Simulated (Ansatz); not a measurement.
Frontier orbitals of `[OH][Ge][Br]`.

```xyz
4

O     0.429    0.042    1.107
Ge    0.991    0.442   -0.525
Br   -0.954   -0.174   -1.742
H    -0.466   -0.310    1.160
```

Total charge 0; spin multiplicity 1. Correlated methods include outer-core shells of Br, Ge, which these sets cover unevenly. Scalar relativity is left out up to krypton. Geometry: relaxed with PBE0-D4/def2-TZVP. It is one conformer, not always the lowest. Basis def2-TZVPP, the Gaussian-basis code of Ansatz.

Orbital energies of one run (eV). Highest occupied ones, from the top: -9.17, -9.83, -9.86, -11.62, -11.67, -14.18, -17.16, -22.98, -29.54, -36.04, -36.13, -36.20, -36.24, -36.31. Empty: -1.45, 0.63, 1.46, 2.85, 5.81, 6.14.

(1) Which functional gave them?
A. LDA (SPW92)
B. CAM-B3LYP
C. BLYP
D. r2SCAN

Results:

(1) B. HOMO energies: CAM-B3LYP -9.17, r2SCAN -7.08, BLYP -6.63, LDA (SPW92) -6.97 eV.
